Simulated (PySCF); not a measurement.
A PySCF script (with the pyscf-properties extension) for the NMR shieldings of SMILES [SiH3][C@@]1(S[SiH3])[C@H](C(C)=O)C1, C5H12OSSi2, on a GFN2-xTB geometry:

```python
import basis_set_exchange as bse
import numpy as np
from pyscf import gto, dft
from pyscf.prop import nmr

atoms = """
C    -2.830023    0.671546    0.934846
C    -1.461088    0.038502    0.941861
O    -0.851871   -0.192927    1.962390
C    -0.908638   -0.247155   -0.398668
C     0.245980   -1.207744   -0.504033
C     0.506528    0.236564   -0.725712
Si    0.852804    0.900894   -2.466124
S     1.394704    1.250381    0.483755
Si    2.447229   -0.108716    1.771816
H    -3.156106    0.864686    1.953123
H    -3.541257    0.012185    0.441239
H    -2.790335    1.607321    0.380528
H    -1.624105   -0.204637   -1.210769
H     0.279572   -1.873025   -1.355935
H     0.563190   -1.660846    0.425445
H     0.444865    2.299915   -2.517568
H     0.055392    0.093122   -3.396310
H     2.278671    0.724766   -2.724585
H     3.419885    0.789747    2.372415
H     1.574355   -0.741938    2.741768
H     3.091328   -1.080995    0.890047
"""
names = dict.fromkeys(["C", "O", "Si", "S", "H"], "pcSseg-1")
basis = {el: gto.basis.parse(bse.get_basis(n, elements=[el], fmt="nwchem")) for el, n in names.items()}
mol = gto.M(atom=atoms, basis=basis, charge=0, verbose=0)
mf = dft.RKS(mol, xc="PBE0")
mf.grids.level = 2
mf.grids.alignment = dft.numint.BLKSIZE   # the property module wants whole blocks of grid points
mf.conv_tol = 1e-9
mf.kernel()

calc = nmr.RKS(mf)   # GIAO
C = mf.mo_coeff
Co = C[:, mf.mo_occ > 0]
resp = mf.gen_response(singlet=True, hermi=2)
def vind(x):   # induced exchange potential for any number of trial vectors
    d = np.einsum("pi,xij,qj->xpq", C, 2 * x.reshape(-1, C.shape[1], Co.shape[1]), Co, optimize=True)
    return np.einsum("xpq,pi,qj->xij", resp(d - d.transpose(0, 2, 1)), C, Co, optimize=True).ravel()
mo1, _ = nmr.rhf.solve_mo1(calc, with_cphf=vind)
sigma = calc.kernel(mo1)
for i, s in enumerate(sigma):   # ppm
    w = np.linalg.eigvalsh((s + s.T) / 2)
    print("%2d %-2s iso %8.1f  s11 %8.1f  s22 %8.1f  s33 %8.1f" % (i, mol.atom_pure_symbol(i), w.mean(), *w))
```

**Question.** What does it print?

**Answer.** 
```
 0 C  iso    151.5  s11    129.7  s22    131.9  s33    192.8
 1 C  iso    -22.4  s11   -101.8  s22    -67.5  s33    102.2
 2 O  iso   -316.7  s11   -897.8  s22   -404.1  s33    351.8
 3 C  iso    155.1  s11    115.8  s22    147.6  s33    201.9
 4 C  iso    162.3  s11    135.8  s22    163.8  s33    187.5
 5 C  iso    161.5  s11    119.2  s22    164.4  s33    200.9
 6 Si iso    402.4  s11    364.7  s22    381.3  s33    461.3
 7 S  iso    652.5  s11    509.1  s22    564.6  s33    883.8
 8 Si iso    405.0  s11    349.6  s22    406.2  s33    459.1
 9 H  iso     29.6  s11     25.7  s22     27.6  s33     35.4
10 H  iso     29.3  s11     25.8  s22     28.5  s33     33.5
11 H  iso     29.2  s11     25.8  s22     29.5  s33     32.5
12 H  iso     29.7  s11     23.0  s22     29.1  s33     36.8
13 H  iso     30.5  s11     24.5  s22     26.7  s33     40.3
14 H  iso     30.4  s11     24.9  s22     29.3  s33     37.0
15 H  iso     27.4  s11     23.9  s22     25.4  s33     33.0
16 H  iso     28.0  s11     23.7  s22     26.1  s33     34.4
17 H  iso     27.4  s11     23.2  s22     25.9  s33     32.9
18 H  iso     27.3  s11     23.1  s22     24.9  s33     33.9
19 H  iso     26.7  s11     21.8  s22     25.9  s33     32.2
20 H  iso     27.1  s11     23.1  s22     25.7  s33     32.6
```

These numbers come from an equivalent density-fitted implementation of the same equations, which agrees with the script to about 0.01 ppm for H and up to a few tenths of a ppm for heavy atoms, so last digits may differ.

**Question.** Turn these shieldings into chemical shifts. References, each an isolated molecule treated in the same way: $^{13}$C (σref 186.93) and $^{29}$Si (σref 349.16) and $^{1}$H (σref 31.72) vs TMS; $^{17}$O (σref 336.08) vs H2O; $^{33}$S (σref 503.73) against CS2.

**Answer.** Averaging equivalent atoms: C 1: 209.3; C 0: 35.4; C 3: 31.8; C 5: 25.4; C 4: 24.6; O 2: 652.8; Si 6: -53.2; Si 8: -55.8; S 7: -149; H 18/19/20: 4.68; H 15/16/17: 4.11; H 9/10/11: 2.36; H 12: 2.06; H 14: 1.32; H 13: 1.22 ppm. Unscaled 17O shifts of doubly bonded oxygen tend to come out too high, by tens of ppm or more. Experimental scales use liquid or dissolved standards, which lie at an offset from isolated H2O (liquid H2O: subtract about 36 ppm).

Size and cost of the density-fitted run: 234 basis functions, 120 s wall time on 1 thread of an Intel Xeon, shared host; peak memory 1.1 GiB.
